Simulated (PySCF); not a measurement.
## Al²⁺ (aluminium, charge +2): B3LYP calculation

Configuration: [Ne] 3s1, 2S determinant. Computed with PySCF 2.14 in cc-pV(T+d)Z, with the non-relativistic Hamiltonian (point nucleus).

```json
{
 "Total energy": "-241.4740 hartree",
 "One-electron energy": "-327.3135 hartree",
 "Hartree (Coulomb) energy": "103.9528 hartree",
 "Exchange-correlation energy": "-18.1133 hartree",
 "Kinetic energy": "240.68262 hartree",
 "⟨S²⟩": "0.7500",
 "⟨L²⟩": "0.000",
 "Sum of ⟨r⟩": "7.286 bohr",
 "Sum of ⟨r²⟩": "9.195 bohr²",
 "Density at the nucleus (Gaussians lack the cusp)": "1380 bohr⁻³",
 "Spin density at the nucleus": "3.88 bohr⁻³",
 "Langevin diamagnetic susceptibility": "-7.28 ×10⁻⁶ cm³/mol",
 "Time after the integrals": "0.19 s of wall time on 1 thread of Neoverse-V2 (shared host)"
}
```

```
shell  electrons  mean orbital energy (hartree)  rms radius, mean of both spins (bohr)
 1s α          1                      -56.85737                                  0.140
 1s β          1                      -56.85064                                  0.140
 2s α          1                       -4.91496                                  0.684
 2s β          1                       -4.90349                                  0.684
 2p α          3                       -3.46643                                  0.675
 2p β          3                       -3.45862                                  0.675
 3s α          1                       -0.93246                                   2.34
```
